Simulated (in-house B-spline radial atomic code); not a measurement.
**Cu³⁺: [Ne] 3s2 3p5 3d8 7s1 (an excited or competing configuration)**

Level of theory: Dirac-Hartree-Fock, average of configuration, Fermi nucleus of rms radius 3.8823 fm; calculated with a B-spline radial code for spherical atoms.

Screening seen three ways: the hydrogenic charge with the same mean radius, Z_r = [3n² - l(l+1)]/(2<r>), the one with the same energy, Z_e = n√(-2ε), and Slater's rules. Values are occupation-weighted means over j.

```
shell  electrons   ε (eV)  <r> (bohr)    Z_r    Z_e  Slater
   1s          2  -9127.1      0.0521  28.79  25.90   28.70
   2s          2    -1207      0.2338  25.67  18.84   24.85
   2p          6  -1047.5      0.2062  24.24  17.55   24.85
   3s          2  -206.53      0.6982  19.34  11.69   18.10
   3p          5   -159.2      0.7246  17.25  10.26   18.10
   3d          8  -80.386      0.7986  13.15   7.29    9.55
   7s          1    -7.62       10.75   6.84   5.24    4.00
```

The least bound orbital is 7s1/2 at -7.62 eV, and it is also the most diffuse (<r> = 10.75 bohr).

Spin-orbit splittings of the orbital energies (j = l + 1/2 above j = l - 1/2 when positive): 2p 20.79 eV, 3p 2.868 eV, 3d 0.3708 eV.

For the 1s electron the small component carries 1.09 % of the norm, the zero-frequency Breit interaction raises the level by 11.8 eV, self-energy by 5.993 eV, and vacuum polarisation lowers it by 0.5443 eV.

The density falls to 0.001 bohr⁻³ at 2.445 bohr; Σ<r²> = 139.81 bohr² gives, by the non-relativistic formula and without the paramagnetism of open shells, a Langevin diamagnetic susceptibility of -110.7×10⁻⁶ cm³/mol.
